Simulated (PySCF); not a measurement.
Harmonic spectrum computed at PBE0 in the def2-TZVP basis family (core potentials from Rb on, PySCF, no spin–orbit coupling):

| symmetry | ω (cm⁻¹) | IR (km/mol) |
| --- | --- | --- |
| a' | 111 | 9.6 |
| a' | 275 | 31.0 |
| a' | 1274 | 120 |

Which molecule gave it? In each, all ligands are bound to the one heavy central atom.
A. BrSiN (singlet)
B. BrHfN (singlet)
C. BrMoN (triplet)
D. BrRuN (singlet)
E. BrCuN (quartet)

D. It has Cs symmetry with Ru–Br 2.412 Å, Ru–N 1.542 Å.
